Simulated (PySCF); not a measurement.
## Stretching NaBr⁻

Set-up: PySCF, no relativity, basis sets Na def2-SVPD, Br def2-SVPD. Energies in eV from Na + Br⁻ in their ground configurations at the same level. State: ²Σ⁺ (doublet), unpaired electrons σ ↑.

```
R (Å)  UHF-MP2  UHF-SCS-MP2
2.331   -0.731       -0.718
2.439   -0.942       -0.930
2.547   -1.059       -1.048
2.629   -1.103       -1.094
2.710   -1.121       -1.112
2.791   -1.119       -1.111
2.900   -1.095       -1.087
3.035   -1.042       -1.034
3.198   -0.961       -0.954
3.415   -0.844       -0.838
```

Problem. Put a parabola through the three lowest points of the UHF-MP2 curve and estimate Re, k and ωe (reduced mass 17.8 u; 1 eV/Å² = 0.16022 mdyn/Å; ωe = 1302.8·√(k/μ) cm⁻¹).

Solution. Through R = 2.629, 2.71, 2.791 Å the second-order coefficient is 1.52 eV/Å², so Re ≈ 2.742 Å, k ≈ 0.488 mdyn/Å and ωe ≈ 216 cm⁻¹. A polynomial fit of higher order to the unrounded UHF-MP2 energies gives Re = 2.740 Å, k = 0.426 mdyn/Å, ωe = 201 cm⁻¹; anharmonicity and rounding make the difference.

The higher-order fit for each curve: UHF-MP2: Re = 2.740 Å, ωe = 201 cm⁻¹, De = 1.12 eV; UHF-SCS-MP2: Re = 2.742 Å, ωe = 201 cm⁻¹, De = 1.11 eV.

Correlated steps freeze 10 core orbitals. Correlated levels converge slowly with the basis: in double zeta they bind strong bonds too weakly, by up to about 1 eV, and carry superposition errors of some tenths. Spin–orbit coupling is left out. For an ion De counts to the pair picked by the measured ionisation energies or electron affinities, which need not be the lowest pair at this level. The state was picked by a PBE0 search and need not be the measured ground state.
